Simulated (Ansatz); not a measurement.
## A correction line for HF/def2-TZVPP: vertical ionisation energy

The vertical ionisation energy (cation less neutral) in eV of 6 Ge-containing molecules: x at HF/def2-TZVPP, y at CCSD(T)/def2-TZVPP. Shapes, held fixed at every level: PBE0-D4/def2-TZVP. Flexible molecules stand in one conformer, not always the lowest. Programs: Ansatz 0.2.0.

```
                                               molecule  x (eV)  y (eV)
       Ge5H10 (SMILES [GeH2]1[GeH2][GeH2][GeH2][GeH2]1)    8.59    9.23
Ge2Si4H14 (SMILES [SiH3][SiH2][GeH2][GeH2][SiH2][SiH3])    8.69    9.40
    Ge2Si3H10 (SMILES [SiH2]1[SiH2][GeH2][SiH2][GeH2]1)    8.72    9.38
               Ge4H10 (SMILES [GeH3][GeH2][GeH2][GeH3])    8.82       ?
       GeSi4H12 (SMILES [SiH3][SiH2][GeH2][SiH2][SiH3])    8.84    9.56
             Ge3SiH10 (SMILES [GeH3][SiH2][GeH2][GeH3])    8.93    9.64
```

Task: Fit y = c + s·x to the known rows and predict y for Ge4H10.

Result: 
1. Means of the 5 rows: x = 8.7540, y = 9.442.
2. Σ(Δx)² = 0.07052, Σ(Δx·Δy) = 0.08456, so the slope is 0.08456/0.07052 = 1.1991.
3. Intercept: 9.442 − (1.1991) × 8.7540 = -1.055. The largest residual of the fit is 0.035.
4. Ge4H10: -1.055 + 1.1991 × 8.82 = 9.52 eV.

CCSD(T)/def2-TZVPP gives 9.53 eV, so the prediction is off by -0.01 eV, within the largest residual. Uncorrected, HF/def2-TZVPP misses Ge4H10 by -0.71 eV, and the other rows by 0.69 on average. The line removes about 100 % of this miss, partly by chance. Left out in turn, the other rows are missed by 0.03 eV on average, so much of the error is systematic among these molecules. Cations run unrestricted. Relativity is left out for Ge. Outer-core shells of Ge are correlated, in sets that cover them unevenly.
